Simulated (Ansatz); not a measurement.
ClF₂H₃Si₂, SMILES F[SiH](F)[SiH2]Cl.

Coordinates come from a PBE0-D3(BJ)/def2-SVP optimisation. The structure was generated by enumeration, and PubChem lists no compound with its InChIKey, so it may never have been made. The values are those of a single conformer.

Two levels are set side by side: PBE/def2-SVPD (Ansatz, an electronic-structure program) and PBE0/def2-SVPD (Ansatz). Energy differences of separate SCF runs at the same geometry; the states with an electron removed or added have multiplicity 2 and 2. Differences are taken from unrounded values.

```
quantity                            PBE0    PBE  PBE minus PBE0
---------------------------------  -----  -----  --------------
vertical ionisation energy (eV)    10.67  10.23           -0.44
vertical singlet–triplet gap (eV)   5.35   4.93           -0.42
```
